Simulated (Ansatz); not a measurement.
Molecule: pyridin-3-ylsilane, C₅H₇NSi, net charge 0, singlet state. 
Structure (B3LYP-D3(BJ)/def2-TZVP (Ansatz, a program for electronic structure) minimum search):
SMILES: [SiH3]c1cccnc1
```xyz
14

Si     2.3020     0.3029    -0.0042
C      0.4441     0.0743    -0.0028
C     -0.4380     1.1489    -0.1529
C     -1.8047     0.9216    -0.1443
C     -2.2582    -0.3834     0.0151
N     -1.4446    -1.4273     0.1603
C     -0.1324    -1.1908     0.1497
H      2.9499    -1.0162     0.1735
H      2.7488     0.9048    -1.2831
H      2.7133     1.2078     1.0955
H     -0.0617     2.1583    -0.2758
H     -2.5094     1.7346    -0.2584
H     -3.3217    -0.5980     0.0266
H      0.5000    -2.0648     0.2705
```

Basis-set convergence of Hartree-Fock and MP2 correlation energies (hartree) with Ansatz. Valence correlation only, unless marked. No spin-orbit coupling. Non-relativistic.

The Hartree-Fock reference is unstable (checked in the largest basis), which strains HF and MP2. 

```json
[
 {"basis": "cc-pV(D+d)Z", "functions": "142", "E(HF)": "-536.81482", "E(corr, MP2)": "-0.90871"},
 {"basis": "cc-pV(T+d)Z", "functions": "317", "E(HF)": "-536.88812", "E(corr, MP2)": "-1.10714"},
 {"basis": "cc-pV(Q+d)Z", "functions": "604", "E(HF)": "-536.90745", "E(corr, MP2)": "-1.17845"}
]
```

Extrapolating the two largest sets (X = 3 and 4) as X^-3: E(corr) = (64·(-1.17845) - 27·(-1.10714))/37 = -1.2305 Eh, an estimate of the basis-set limit. The largest set recovers 95.8 % of it, the smallest 73.8 %.
